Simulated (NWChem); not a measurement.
# HS₂, doublet; SMILES S[S]

All runs: NWChem. Pople sets run with spherical d functions. Spin-unrestricted. In the optimisation the excess spin sits in a" (Cs, its own frame). No stability test was run on the SCF state. B3LYP is NWChem's, with the RPA form of VWN correlation. Each level has its own optimisation; frequencies are unscaled.

```
level                r S–S (Å)  r H–S (Å)  highest harmonic frequency (cm⁻¹)  lowest (cm⁻¹)  zero-point energy (kcal/mol)
-------------------  ---------  ---------  ---------------------------------  -------------  ----------------------------
BLYP/def2-SVP            2.021      1.385                               2387            539                           5.4
B3LYP/6-31G*             2.006      1.362                               2563            571                           5.8
CAM-B3LYP/def2-SVP       1.986      1.360                               2627            600                           5.9
PBE-D3(BJ)/def2-SVP      1.996      1.383                                  ?            574                           5.5
```

### Question
Complete the blanks.

### Answer

- PBE-D3(BJ)/def2-SVP, highest harmonic frequency (cm⁻¹): 2425
